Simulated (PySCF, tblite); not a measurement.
C4H8OSSi3.
Atom-mapped SMILES: `[cH:1]1[cH:2][c:3]2[c:4]([s:5]1)[SiH2:6][SiH2:7][O:8][SiH2:9]2` (hydrogens: H10 on C1; H11 on C2; H12, H13 on Si6; H14, H15 on Si7; H16, H17 on Si9)

Cartesian coordinates in Å at the GFN2-xTB level; atoms count from 1:
```
atom  x, y, z in Å
C1     3.0082    0.0704   -0.6030
C2     2.1889    0.9487    0.0232
C3     0.8371    0.5179    0.0859
C4     0.6554   -0.7072   -0.5079
S5     2.1577   -1.3215   -1.1413
Si6   -0.9195   -1.7267   -0.7119
Si7   -2.6266   -0.5503    0.2915
O8    -1.9138    0.8117    0.8447
Si9   -0.4817    1.5726    0.9134
H10    4.0620    0.1488   -0.7854
H11    2.5220    1.8851    0.4357
H12   -0.6358   -3.0491   -0.1277
H13   -1.0783   -1.9524   -2.1596
H14   -3.6955   -0.0633   -0.5850
H15   -3.2308   -1.1487    1.4852
H16   -0.6626    2.8339    0.1945
H17   -0.1937    1.7421    2.3378
```

Jobs on this species (17 atoms, 98 electrons) with PySCF (density fitting) and tblite. Hardware of each: Arm Neoverse N1, one thread, no GPU, on a shared host. The host was shared with other jobs, so the times are rough.

| level and settings | work | basis functions | SCF cycles | wall time |
| --- | --- | --- | --- | --- |
| GFN2-xTB | L-BFGS relaxation | – | – | ? |
| GFN2-xTB | Hessian by finite differences | – | – | 1.8 s |
| PBE0/pcSseg-1 | shieldings, ring-centre shieldings, charges and field gradients | 221 | 14 | 86 s |

Problem. Fill in the missing figures.

Solution. 
- GFN2-xTB; L-BFGS relaxation: 2.3 s

Problem. What do all jobs in the table cost together?

Solution. About 90 s; the longest takes about 95 % of that, and about 48 times as long as the shortest.
